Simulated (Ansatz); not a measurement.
Basis sets compared for Zn7Se6I2. Charge 0, multiplicity 1. Geometry r2SCAN-D4/def2-SVP. Ansatz on 2 threads of AMD EPYC 7R13 on a shared host and a share (18 GiB) of an NVIDIA H100 80GB HBM3; times are rough, and most runs start from earlier orbitals.

```xyz
15

Zn   -0.485   -3.098    2.801
Zn   -0.941    2.449   -0.575
Zn    0.749    2.429   -2.779
Zn   -0.742   -0.318   -1.846
Zn   -1.572   -0.733    0.921
Zn    1.674   -0.277   -0.642
Zn    1.237   -1.804    1.860
Se    1.313    0.207   -3.088
Se   -0.310    4.243   -1.980
Se    1.031    1.728    0.760
Se    0.080    0.355    2.474
Se   -2.613    0.730   -0.769
Se   -0.003   -2.194   -0.446
I    -3.056   -2.393    2.447
I     3.638   -1.325    0.861
```

In the def2 sets I takes a core potential, while STO-3G treats all electrons; there is no spin–orbit coupling. Single mean-field runs in def2-SVP, def2-TZVP are fitted with def2-universal-jkfit. Another isomer (singlet) lies 1.09 eV lower at PBE0-D4/def2-TZVP; other spin states weren't run for this one.

STO-3G and 6-31G are all-electron sets without relativity, so their totals don't compare with the def2 sets.

Binding counts from free atoms (Zn singlet, Se triplet, I doublet) in the same basis, without a counterpoise term.

```csv
level,functions,energy (Eh),HOMO (eV),LUMO (eV),binding per atom (eV),wall time
HF/STO-3G,288,-40243.9693,-3.14,2.54,–,38 s
HF/def2-SVP,461,-27434.1526,-8.02,0.55,1.35,20 s
PBE-D4/def2-SVP (with forces),461,-27453.6065,-5.34,-3.15,2.42,20 s
PBE0-D4/def2-SVP,461,-27454.3128,-6.29,-2.48,2.38,24 s
```

Task: Estimate the rows for PBE-D4/def2-TZVP, PBE0-D4/def2-TZVP.

Result: 
| level | functions | energy (Eh) | HOMO (eV) | LUMO (eV) | binding per atom (eV) | wall time |
| --- | --- | --- | --- | --- | --- | --- |
| PBE-D4/def2-TZVP | 724 | -27457.2191 | -5.53 | -3.29 | 2.23 | 25 s |
| PBE0-D4/def2-TZVP | 724 | -27457.8604 | -6.38 | -2.58 | 2.24 | 27 s |
